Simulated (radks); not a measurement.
Values are calculated unless marked as measured or tabulated.
Problem. Level of theory: scalar-relativistic Kohn-Sham, LB94 model potential, spin-polarised, spherical densities, finite nucleus; Fermi nuclear charge, rms radius of each element as measured or else 0.836 A^(1/3) + 0.57 fm (a radial shooting solver on a logarithmic mesh with Libxc functionals). Response by self-consistent Sternheimer equations with the Hartree and adiabatic LDA kernel, the relativistic mass of each level held fixed and spin-orbit coupling left out. Estimate the static dipole polarisabilities of Sb5+ ([Kr] 4d10) and Te6+ ([Kr] 4d10) and the C6 coefficients of the three pairs.

Solution. alpha = 1.789 and 1.371 bohr^3; C6 = 6.225 (Sb5+-Sb5+), 5.146 (Sb5+-Te6+), 4.272 (Te6+-Te6+) hartree bohr^6.
